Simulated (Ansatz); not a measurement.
Geometry optimisation, Ansatz 0.2.0, RKS B3LYP-D4/def2-SVP.

The input (input.yaml):

```yaml
crystal:
  periodic: [false, false, false]
  atoms:
    - { symbol: Ge, position_ang: [-0.701581, 0.434318, -0.430967] }
    - { symbol: F, position_ang: [0.015372, -1.111653, -0.802314] }
    - { symbol: F, position_ang: [-1.922856, 0.709747, -1.589417] }
    - { symbol: F, position_ang: [-1.409522, 0.394334, 1.116186] }
    - { symbol: F, position_ang: [0.465792, 1.665177, -0.565069] }
    - { symbol: H, position_ang: [1.613264, -1.446889, 0.643223] }
    - { symbol: Cl, position_ang: [1.939631, -0.645034, 1.628357] }
basis:
  gaussian: { orbitals: def2-SVP }
hamiltonian:
  xc: b3lyp
  dispersion: d4
relax:
  f_tol: 0.03
  max_steps: 50
```

Launched with:

```bash
$ ansatz run input.yaml --threads 2 --pin off --max-ram 3072MiB --backend cpu --events-out ev --progress --plain --runs-dir out
```

**Question.** Where does it end, and by what steps?

**Answer.** The forces met the threshold. The force dipped under the threshold on the way, but the program's further checks kept it going. After 7 steps the energy has fallen by 0.021 eV; Cl7 moved furthest, 0.10 Å.

```tsv
step	energy less start (eV)	largest force component (eV/Å)	accepted
0	0.0000	0.724	yes
1	-0.0001	0.518	yes
2	-0.0043	0.666	yes
3	-0.0120	0.445	yes
4	-0.0154	0.212	yes
5	-0.0193	0.022	yes
6	-0.0200	0.066	yes
7	-0.0207	0.018	yes
```

```xyz
7
Properties=species:S:1:pos:R:3
Ge -0.686 0.423 -0.432
F -0.004 -1.097 -0.838
F -1.928 0.727 -1.564
F -1.384 0.375 1.121
F 0.474 1.662 -0.573
H 1.667 -1.497 0.692
Cl 1.862 -0.592 1.594
```

Run time: 28 s on 2 threads of Arm Neoverse V1 (shared host), peak memory 0.28 GiB.
